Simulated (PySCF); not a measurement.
**Deuteron quadrupole couplings in `C1=C[P@@H+](C2=CCCC2)CC1`**

Compound: C₉H₁₄P (charge +1).
Geometry (GFN2-xTB, Å), atoms numbered from 1 in this order:
```
atom  x, y, z in Å
C1     2.920   -0.994   -0.171
C2     1.887   -0.887   -1.009
P3     0.917    0.563   -0.632
C4    -0.826    0.301   -0.404
C5    -1.800    0.998   -0.996
C6    -3.143    0.526   -0.569
C7    -2.863   -0.771    0.216
C8    -1.353   -0.762    0.526
C9     1.867    0.986    0.873
C10    3.098    0.056    0.871
H11    3.639   -1.797   -0.224
H12    1.648   -1.563   -1.812
H13    1.068    1.533   -1.605
H14   -1.669    1.815   -1.685
H15   -3.802    0.365   -1.421
H16   -3.612    1.291    0.056
H17   -3.110   -1.633   -0.401
H18   -3.457   -0.828    1.124
H19   -0.888   -1.732    0.345
H20   -1.160   -0.491    1.567
H21    1.232    0.795    1.743
H22    2.138    2.042    0.889
H23    3.244   -0.405    1.850
H24    4.011    0.613    0.651
```

Level: PBE0/pcSseg-1 (PySCF, non-relativistic); Q(2H) = 0.00286 b; rigid geometry, the same for H and D, with no vibrational averaging.

Question: Rank these positions by the coupling χzz of a deuteron there, largest first.
A. H13 (P–H hydrogen)
B. H12 (vinylic hydrogen)
C. H11 (vinylic hydrogen)
D. H24 (methylene hydrogen)
E. H15 (methylene hydrogen)

Answer: B (223 kHz), C (215 kHz), E (204 kHz), D (199 kHz), A (132 kHz).

Q: What are Vzz, η and χzz (234.96 MHz × Q × Vzz) at all hydrogens?

A: 
```json
{"atom": "H11", "bonded to": "C1", "bond length (Å)": "1.079", "Vzz (au)": "0.3200", "η": "0.02", "χzz (kHz)": "215"}
{"atom": "H12", "bonded to": "C2", "bond length (Å)": "1.077", "Vzz (au)": "0.3313", "η": "0.07", "χzz (kHz)": "223"}
{"atom": "H13", "bonded to": "P3", "bond length (Å)": "1.383", "Vzz (au)": "0.1964", "η": "0.02", "χzz (kHz)": "132"}
{"atom": "H14", "bonded to": "C5", "bond length (Å)": "1.077", "Vzz (au)": "0.3266", "η": "0.03", "χzz (kHz)": "219"}
{"atom": "H15", "bonded to": "C6", "bond length (Å)": "1.090", "Vzz (au)": "0.3038", "η": "0.03", "χzz (kHz)": "204"}
{"atom": "H16", "bonded to": "C6", "bond length (Å)": "1.093", "Vzz (au)": "0.2989", "η": "0.03", "χzz (kHz)": "201"}
{"atom": "H17", "bonded to": "C7", "bond length (Å)": "1.089", "Vzz (au)": "0.3044", "η": "0.03", "χzz (kHz)": "205"}
{"atom": "H18", "bonded to": "C7", "bond length (Å)": "1.087", "Vzz (au)": "0.3090", "η": "0.02", "χzz (kHz)": "208"}
{"atom": "H19", "bonded to": "C8", "bond length (Å)": "1.091", "Vzz (au)": "0.3015", "η": "0.03", "χzz (kHz)": "203"}
{"atom": "H20", "bonded to": "C8", "bond length (Å)": "1.093", "Vzz (au)": "0.3004", "η": "0.04", "χzz (kHz)": "202"}
{"atom": "H21", "bonded to": "C9", "bond length (Å)": "1.093", "Vzz (au)": "0.2962", "η": "0.03", "χzz (kHz)": "199"}
{"atom": "H22", "bonded to": "C9", "bond length (Å)": "1.091", "Vzz (au)": "0.3013", "η": "0.03", "χzz (kHz)": "202"}
{"atom": "H23", "bonded to": "C10", "bond length (Å)": "1.091", "Vzz (au)": "0.2977", "η": "0.04", "χzz (kHz)": "200"}
{"atom": "H24", "bonded to": "C10", "bond length (Å)": "1.093", "Vzz (au)": "0.2954", "η": "0.04", "χzz (kHz)": "199"}
```

Q: Average by the element that carries the hydrogen.

A: on C: 206 kHz over 13 positions, mean bond length 1.088 Å; on P: 132 kHz over 1 position, mean bond length 1.383 Å.

Q: How does χzz go with the bond length over the 13 C–H bonds?

A: A straight-line fit has a slope of -12.6 kHz for each 0.01 Å, with a correlation coefficient of -0.98, over lengths from 1.077 to 1.093 Å. The longer bonds have the smaller couplings here.

Q: Give the 2H NMR doublet splittings at H19 for a magnetic field along the z, y and x axes of the gradient: 3χ/2, 3χ(1 + η)/4, 3χ(1 − η)/4.

A: With |χ| = 202.6 kHz and η = 0.034: 304, 157 and 147 kHz, to first order and without motion.

Geometry: GFN2-xTB, one conformer, isolated ion. GFN2-xTB bond lengths can be off by several hundredths of an ångström, more for odd bonds, and the gradients follow them. The small basis limits the accuracy of the gradients.
